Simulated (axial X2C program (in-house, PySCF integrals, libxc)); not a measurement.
Nuclear properties of SnH

Calculated with an axial X2C code built on PySCF integrals: two-component X2C with atomic mean-field Coulomb and Gaunt terms, Gaussian nuclei, basis Sn dyall-cv3z, H dyall-v3z with contracted cores.

R = 1.780 Å (near the PBE0 minimum at charge 0 of the determinant lowest at the starting distance; the state shown can have its own minimum elsewhere).

Determinant lowest in the PBE0 search, Ω = 1/2 (⟨Sz⟩ = -0.50, ⟨Lz⟩ = 1.00 at PBE0), spin on the atoms Sn -0.52, H 0.02:

| level | Eeff magnitude (GV/cm) | Ws magnitude Sn (kHz) | A∥/gI Sn (MHz) | qzz Sn (a.u.) | A∥/gI H (MHz) | qzz H (a.u.) | μ (D) |
| --- | --- | --- | --- | --- | --- | --- | --- |
| PBE0 | 0.476 | 0.568 | 2560 | -5.08 | 12.5 | 0.08 | -0.52 |
| HF | 0.144 | 0.125 | 2300 | -5.15 | 14.5 | 0.09 | -0.42 |
| B3LYP | 0.861 | 1 | 2470 | -4.98 | 10.5 | 0.08 | -0.62 |
| PBE50 | 0.414 | 0.505 | 2500 | -5.13 | 12.6 | 0.08 | -0.46 |
| BP86 | 0.596 | 0.7 | 2630 | -5.03 | 11.9 | 0.08 | -0.57 |

Determinant 0.28 eV from it at PBE0 and this distance, Ω = 3/2 (⟨Sz⟩ = 0.50, ⟨Lz⟩ = 1.00 at PBE0), spin on the atoms Sn 0.52, H -0.02:

```csv
level,Eeff magnitude (GV/cm),Ws magnitude Sn (kHz),A∥/gI Sn (MHz),qzz Sn (a.u.),A∥/gI H (MHz),qzz H (a.u.),μ (D)
PBE0,1.97,0.738,277,-5.67,-0.515,0.08,-0.49
HF,9.93,3.81,246,-5.60,-0.0692,0.09,-0.39
B3LYP,1.37,0.51,333,-5.58,0.179,0.08,-0.59
PBE50,2.65,0.999,288,-5.72,-0.478,0.08,-0.43
BP86,1.43,0.531,277,-5.61,-0.308,0.08,-0.54
```

Eeff is the effective electric field on the electron electric dipole moment in this Ω state and Ws the scalar–pseudoscalar constant of the nucleus named (defined with the proton number Z and per Ω); A∥ (defined per Ω) follows by multiplying with gI = μI/(I μN); qzz is the electric field gradient, eQq0 = 234.96 MHz × Q/barn × qzz; μ is positive if the H end (last atom) is positive. The operators were transformed with the bare-nucleus X2C matrices; with these basis sets, hyperfine constants and field gradients can be off by tens of per cent, and where levels differ in sign neither size nor sign is settled.

(1) With gI(119Sn) = -2.0946, gI(1H) = 5.5857 (g factors from the IAEA table of nuclear moments by Stone), turn the PBE0 values of the first state into constants in MHz.

Each state is one determinant with collinear spin. Unrestricted Hartree–Fock can overshoot spin polarisation at the nuclei. In the state Ω = 1/2 the sign of Eeff differs between levels (HF against PBE0). Where Eeff spreads by more than a factor of two the levels disagree and none is to be relied on. The search compared states at one distance, so a state with another bond length can lie lower. The sign of Ws at Sn differs between levels in the first state. PBE0 term energies can be off by some tenths of an eV.

## Answers

(1) A∥(119Sn) = 2560 × -2.0946 = -5360 MHz; A∥(1H) = 12.5 × 5.5857 = 69.8 MHz.
